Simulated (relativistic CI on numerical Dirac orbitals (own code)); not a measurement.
# Line list: Electric-dipole lines, Sn³⁸⁺

These numbers are calculated, not measured: Dirac-Coulomb-Breit CI, KLI orbitals optimised for each configuration, model QED (radiative potential, 1s self-energy scaled to tabulated hydrogen-like ionisation energies), unscaled Slater integrals (own radial code, finite nucleus).

CI space (outside the closed core [Ne]): 3s², 3s3p, 3p², 3s3d, 3d², 3p3d, 3p4s, 3d4s, 3s4s, 3s4p, 3s4d, 3s4f, 3s5s, 3s5p, 3s5d, 3s5f, 4s², 3s5g, 3s6s, 3s6p, 3s6d. Levels of other configurations are missing.

```
λ vac (nm)           Lower           Upper   A (s⁻¹)  E lower (eV)  E upper (eV)
   0.73010   3s3p ³P°2 [4]   3s5d ³D3 [66]  9.56e+12        136.40       1834.59
   0.78619   3s3d ³D2 [10]  3s5f ³F°3 [69]  1.13e+13        271.44       1848.47
   0.79054   3s3d ³D3 [11]  3s5f ³F°4 [70]  1.31e+13        280.94       1849.29
   0.95667     3s² ¹S0 [1]  3s4p ¹P°1 [40]  8.53e+12          0.00       1296.00
   0.97911   3s3p ³P°0 [2]   3s4d ³D1 [44]  9.55e+12         77.39       1343.68
   0.98448   3s3p ³P°1 [3]   3s4d ³D2 [45]  1.34e+13         84.90       1344.29
    1.0223   3s3p ³P°2 [4]   3s4d ³D3 [46]  1.76e+13        136.40       1349.19
    1.0425   3s3p ¹P°1 [5]   3s4d ¹D2 [47]  1.58e+13        161.28       1350.55
    1.0806     3p² ¹D2 [7]  3s4f ¹F°3 [51]  4.45e+12        236.99       1384.37
    1.1185    3s3d ³D1 [9]  3s4f ³F°2 [48]  3.09e+13        268.14       1376.64
    1.1211   3s3d ³D2 [10]  3s4f ³F°3 [49]  3.06e+13        271.44       1377.38
    1.1280    3p² ³P2 [12]  3s4f ¹F°3 [51]  1.74e+13        285.18       1384.37
    1.1293   3s3d ³D3 [11]  3s4f ³F°4 [50]  3.64e+13        280.94       1378.86
    1.1570   3s3d ¹D2 [13]  3s4f ¹F°3 [51]  1.38e+13        312.74       1384.37
    2.4578   3s4d ³D1 [44]  3s5f ³F°2 [68]  5.06e+12       1343.68       1848.14
    2.4591   3s4d ³D2 [45]  3s5f ³F°3 [69]  5.03e+12       1344.29       1848.47
    2.4780   3s4d ¹D2 [47]  3s5f ¹F°3 [71]  5.44e+12       1350.55       1850.90
    2.4792   3s4d ³D3 [46]  3s5f ³F°4 [70]  6.00e+12       1349.19       1849.29
    2.6004  3s4f ³F°2 [48]   3s5g ³G3 [72]  9.31e+12       1376.64       1853.43
    2.6036  3s4f ³F°3 [49]   3s5g ³G4 [73]  9.27e+12       1377.38       1853.59
    2.6090  3s4f ³F°4 [50]   3s5g ³G5 [74]  1.01e+13       1378.86       1854.08
    2.6359  3s4f ¹F°3 [51]   3s5g ¹G4 [75]  9.64e+12       1384.37       1854.74
    6.6464   3s3p ³P°1 [3]   3s3d ³D2 [10]  1.70e+11         84.90        271.44
    7.6874     3s² ¹S0 [1]   3s3p ¹P°1 [5]  1.88e+11          0.00        161.28
    8.0976   3s3d ³D2 [10]  3p3d ³D°3 [21]  1.14e+11        271.44        424.56
    8.1862   3s3p ¹P°1 [5]   3s3d ¹D2 [13]  2.10e+11        161.28        312.74
    8.3335   3s3p ³P°2 [4]    3p² ³P2 [12]  8.76e+10        136.40        285.18
    8.5779   3s3p ³P°2 [4]   3s3d ³D3 [11]  7.32e+10        136.40        280.94
    8.6951   3s3d ³D3 [11]  3p3d ³F°4 [20]  8.63e+10        280.94        423.53
    9.1842   3s3d ¹D2 [13]  3p3d ¹F°3 [25]  1.59e+11        312.74        447.73
```

Terms are leading LS components. Brackets give the number of a level in order of energy, since labels repeat. The list gives strong lines, with weight on those to low levels, without lines whose two gauges differ by over a factor of 2.5. Levels whose partners in the same complex of configurations lie outside the list can be far off, and so can their lines. Rates are taken at the computed energies, electric ones in the length gauge.

At this charge energies of transitions that change n are usually good to better than 1 %, and those within a shell (Δn = 0) to a few per cent.

(1) From the table, what is the radiative lifetime of 3s4f ¹F°3?

Answers

(1) The listed rates from this level add up to about 3.57e+13 s⁻¹, 98 % of its decay; with all channels τ = 2.74e-14 s.

LS names give the leading component of a level, which can be under half, so a name can repeat, a term be missing and a line seem to break the LS rules.
